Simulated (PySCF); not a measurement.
Zn(Me)(OSiH3) (CH₆OSiZn), SMILES [CH3][Zn][O][SiH3].

Geometry optimised at PBE-D3(BJ)/def2-SVP. The structure was generated by enumeration; whether it is a known compound was not checked. The values are those of a single conformer.

Two levels are set side by side: TDDFT-PBE/def2-SVPD (PySCF) and TDDFT-ωB97X/def2-SVPD (PySCF). Vertical, same geometry. The lowest singlet is HOMO→LUMO 100 % with PBE and HOMO→LUMO 84 % with the other functional; states are paired by order. Differences are taken from unrounded values.

| quantity | TDDFT-PBE |
|---|---|
| lowest singlet excitation (eV) | 5.23 |
| lowest triplet excitation (TDA) (eV) | 5.02 |
| first bright state (f over 0.05) (eV) | 6.67 |
| its oscillator strength | 0.28 |

Question: These are the TDDFT-PBE values. What does TDDFT-ωB97X give? (Estimate from the structure and the level; the computed values follow.)

Answer: 
| quantity | TDDFT-ωB97X | TDDFT-PBE minus TDDFT-ωB97X |
|---|---|---|
| lowest singlet excitation (eV) | 6.52 | -1.29 |
| lowest triplet excitation (TDA) (eV) | 6.28 | -1.26 |
| first bright state (f over 0.05) (eV) | 7.46 | -0.80 |
| its oscillator strength | 0.15 | 0.12 |

A lower first singlet is the usual sign of a functional without exact exchange. Differences between two approximate levels are no errors against the true value.

Rough cost on one machine, each run with all the roots and properties that it gave: TDDFT-ωB97X against TDDFT-PBE about 5 times.
